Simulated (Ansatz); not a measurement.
Calculated with Ansatz (gas phase, PBE0-D4/def2-TZVP geometries, no zero-point term in ΔE). CBS: MP2 limit from def2 TZ/QZ plus the TZ coupled-cluster correction, frozen cores. This one scheme is used for every species. DFT in def2-TZVPP. B3LYP here is the variant with VWN-RPA as its local correlation; programs differ in this. HSE06 is defined as in plane-wave codes. def2 core potentials past Kr. For Br, I outer-core shells are correlated without core-valence functions, which leaves a few kJ/mol of doubt a bond. Scalar relativity is left out up to krypton.

`FC(F)=C(F)Br` + HI → `F/C(Br)=C(/F)I` + H–F  (substitution at a C–F bond)

`FC(F)=C(F)Br`:

Cartesian coordinates in Å:
```
F -1.582 -0.872 -0.310
C -0.569 -0.301 0.289
F -0.683 -0.322 1.590
C 0.453 0.235 -0.361
F 0.486 0.212 -1.684
Br 1.895 1.047 0.476
```

HI:

Z-matrix (Å, degrees):
```
I
H 1 1.610
```

`F/C(Br)=C(/F)I`:

Cartesian coordinates in Å:
```
F 1.070 0.979 -0.993
C 0.041 0.635 -0.241
Br -1.191 1.994 0.056
C -0.083 -0.591 0.252
F -1.121 -0.920 1.004
I 1.283 -2.097 -0.078
```

H–F:

Cartesian coordinates in Å:
```
F 0.037 0.450 0.090
H -0.037 -0.450 -0.090
```

Problem. Is it downhill or uphill in electronic energy at CCSD(T)/CBS, and by how much? (An estimate is asked.)

Solution. Ansatz gave: Downhill: ΔE = -8.5 kcal/mol.

Problem. What do these levels give: revPBE-D4, ωB97X-V, revPBE, B3LYP, HSE06, RPA@PBE/def2-TZVPP? (An estimate is asked.)

Solution. Ansatz gave: revPBE-D4 -6.7, ωB97X-V -2.7, revPBE -3.9, B3LYP -2.3, HSE06 -3.2, RPA@PBE/def2-TZVPP -5.2 kcal/mol.

Largest T1 diagnostic among the species: 0.011.

The D4 term adds −2.5 kcal/mol with B3LYP and −1.3 kcal/mol with PBE0; it sums over pairs of atoms, weighted by their polarisabilities, and B3LYP, whose exchange is more repulsive, gets the larger term. In def2-TZVPP, CCSD(T) changes the Hartree–Fock value by −8.4 kcal/mol (the triples alone add −1.4 kcal/mol) and MP2 by −12.5 kcal/mol. Leaving LDA and LC-ωPBE aside and taking each functional with its dispersion term where it has one, the values, not all of them listed here, spread over 4.3 kcal/mol, from revPBE-D4 to CAM-B3LYP-D4. LDA lies +1.5 kcal/mol from PBE without D4.
